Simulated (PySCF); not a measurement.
PySCF job for BCl₂, SMILES Cl[B+]Cl, charge +1, B3LYP-D3(BJ)/def2-TZVP. The structure is a stationary point at B3LYP-D3(BJ)/def2-TZVP.

```python
import numpy as np
from pyscf import gto, scf, dft, df
from pyscf.hessian import thermo

mol = gto.M(
    atom='''
    B     0.00000000    0.00000000    0.00000000
    Cl    0.00000000    0.00000000   -1.61347182
    Cl    0.00000000    0.00000000    1.61347182
    ''',
    basis='def2-TZVP',
    charge=1,
    spin=0,
    max_memory=1600,
    verbose=3,
)
mf = dft.RKS(mol, xc='b3lyp').density_fit(auxbasis='def2-universal-jkfit')
mf.disp = 'd3bj'
mf.grids.level = 3
mf.conv_tol = 1e-11
mf.max_cycle = 100
mf.kernel()

# [left out here: the lines that compute and print the analytic Hessian (its translational invariance restored by hand, since the grid's response is missing), thermochemistry and intensities]
```

Log of the run:

```
converged SCF energy = -945.052735691492

WARN: DFTD3 does not support analytical Hessian, using finite difference


WARN: Mole.unit (angstrom) is changed to Bohr

Mode                                 0                   1                   2
Irrep
Freq [cm^-1]                      327.4417            327.4417            558.7526
Reduced mass [au]                  11.9047             11.9047             35.4500
Force const [Dyne/A]                0.7520              0.7520              6.5209
Char temp [K]                     471.1156            471.1156            803.9206
Normal mode                   x     y     z       x     y     z       x     y     z
       0   B                -0.00 -0.28 -0.00    0.28 -0.00 -0.00   -0.00  0.00 -0.00
       1  Cl                 0.00  0.04 -0.00   -0.04  0.00 -0.00    0.00 -0.00 -0.12
       2  Cl                 0.00  0.04  0.00   -0.04  0.00  0.00    0.00 -0.00  0.12
Mode                                 3
Irrep
Freq [cm^-1]                     1462.7761
Reduced mass [au]                  11.9047
Force const [Dyne/A]               15.0080
Char temp [K]                    2104.6092
Normal mode                   x     y     z
       0   B                -0.00  0.00 -0.28
       1  Cl                 0.00 -0.00  0.04
       2  Cl                 0.00 -0.00  0.04
temperature 298.1500 [K]
pressure 101325.00 [Pa]
Rotational constants [GHz] inf 2.73809 2.73809
Symmetry number 2
Zero-point energy (ZPE) 0.00610 [Eh]   16008.499 [J/mol]
                           tot       elec      trans        rot        vib
Entropy [J/mol/K]       243.368      0.000    163.661     66.798     12.910
Cv [J/mol/K]             39.393      0.000     12.472      8.314     18.607
Cp [J/mol/K]             47.707      0.000     20.786      8.314     18.607
Internal energy [J/mol]                      3718.434   2478.956  18538.910
Internal energy [Eh]   -945.04331  -945.05274
Enthalpy [J/mol]                             6197.391   2478.956  18538.910
Enthalpy [Eh]          -945.04237
Gibbs free energy [J/mol]                  -42598.098 -17436.729  14689.926
Gibbs free energy [Eh] -945.07001
static polarisability / bohr^3: [[22.089  0.    -0.   ]
 [ 0.    22.089 -0.   ]
 [-0.    -0.    52.439]]
largest difference of analytic and finite-field dipole derivatives / e: 0.0014882006855638785
mode   freq/cm-1   IR/(km/mol)   Raman/(A^4/amu)   depolarisation
   1      327.44        14.402             0.000            0.494
   2      327.44        14.402             0.000            0.501
   3      558.75         0.000            10.076            0.161
   4     1462.78       563.131             0.000            0.577
max |gradient| / (hartree/bohr): 1.5221187372240494e-05
APT charges: [ 1.1564 -0.0782 -0.0782]
```

The run converged.

Cost: about 90 core-seconds (a rough figure).
